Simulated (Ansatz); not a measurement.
Program: Ansatz. Geometries: PBE0-D4/def2-TZVP. ΔE: electronic, gas phase. CCSD(T)/CBS is the MP2 limit (def2-TZVPP, def2-QZVPP) plus CCSD(T) − MP2 in def2-TZVPP, frozen cores. DFT in def2-TZVPP. Elements past krypton have def2 core potentials. For Br, I, In outer-core shells are correlated without core-valence functions, which leaves a few kJ/mol of doubt a bond. Scalar relativity is left out up to krypton.

Consider the redistribution: `C[SiH](F)Br` + `[CH3][In]([Cl])[I]` → `C[SiH](Cl)Br` + `[CH3][In]([F])[I]`.

CCSD(T)/CBS gives +97.4 kJ/mol.

Q: Another level gave +90.2 kJ/mol. Which?
A. LC-ωPBE/def2-TZVPP
B. revPBE-D4/def2-TZVPP
C. PBE-QIDH/def2-TZVPP
D. PBE0/def2-TZVPP

A: A. LC-ωPBE 90.2, PBE-QIDH 100.3, revPBE-D4 81.1, PBE0 95.0 kJ/mol.

Largest T1 diagnostic among the species: 0.013.

In def2-TZVPP, CCSD(T) changes the Hartree–Fock value by −16.3 kJ/mol (the triples alone add −3.0 kJ/mol) and MP2 by −17.0 kJ/mol. From PBE to PBE0 (25 % exact exchange), in def2-TZVPP and without D4, ΔE moves by +9.1 kJ/mol.
